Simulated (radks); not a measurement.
The numbers below are computed, except where a source is named.
Question: S X, configuration [He] 2s2 2p3. Level of theory: non-relativistic Kohn-Sham, LB94 model potential, spin-polarised, spherical densities, point nucleus; open shells are filled with parallel spins first (a radial shooting solver on a logarithmic mesh with Libxc functionals). Some entries of the table are withheld. Estimate them.

orbital  occ.  eigenvalue (eV)  <1/r> (bohr^-1)  <r^2> (bohr^2)
1s down     1        -2767.097            15.61         0.01250
1s up       1        -2762.711            15.61         0.01255
2s up       1        -483.9914            3.319             (1)
2s down     1        -467.6890            3.278             (2)
2p up       3        -440.0743            3.278          0.1859
2p down     0        -424.9220            3.274          0.1892

Answer: 
(1) 2s up <r^2> (bohr^2): 0.2298
(2) 2s down <r^2> (bohr^2): 0.2355
